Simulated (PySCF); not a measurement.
C3H6N2Si, SMILES CC1=NC=N[SiH2]1.

Coordinates come from a PBE0-D3(BJ)/def2-SVP optimisation. This is a generated structure with no PubChem entry under its InChIKey; it may be hypothetical.

Computed with TDDFT-ωB97X/def2-SVPD (PySCF).

Vertical excitations.  State labels are in the subgroup Cs.

Computed UV-visible absorptions:
```csv
state,symmetry,energy (eV),λ (nm),f,main pairs
S1,A",3.74,332,0.000,HOMO→LUMO 96 %
S2,A",4.35,285,0.002,HOMO−1→LUMO 93 %
S3,A',5.46,227,0.083,HOMO−2→LUMO 97 %
S4,A",7.01,177,0.000,HOMO→LUMO+4 86 %
S5,A',7.23,172,0.032,"HOMO→LUMO+1 59 %, HOMO→LUMO+2 26 %"
S6,A",7.23,171,0.002,"HOMO−4→LUMO 75 %, HOMO−1→LUMO+4 15 %"
S7,A',7.45,166,0.022,"HOMO−1→LUMO+1 43 %, HOMO−3→LUMO 35 %, HOMO−1→LUMO+2 13 %"
S8,A',7.57,164,0.022,"HOMO→LUMO+2 51 %, HOMO→LUMO+3 18 %, HOMO→LUMO+1 14 %"
S9,A",7.70,161,0.001,"HOMO−1→LUMO+4 66 %, HOMO−4→LUMO 11 %"
S10,A',7.76,160,0.115,"HOMO−3→LUMO 41 %, HOMO−1→LUMO+2 19 %, HOMO→LUMO+1 10 %, HOMO−1→LUMO+1 10 %"
T1,A",3.30,376,0,HOMO→LUMO 90 %
T2,A',3.67,338,0,HOMO−2→LUMO 92 %
T3,A",3.86,321,0,HOMO−1→LUMO 85 %
T4,A',5.58,222,0,"HOMO−3→LUMO 34 %, HOMO−2→LUMO+4 32 %, HOMO−5→LUMO 17 %, HOMO−8→LUMO 8 %"
```
Triplets are in the Tamm–Dancoff approximation, which puts them higher than full response would, so one can lie above its singlet here.
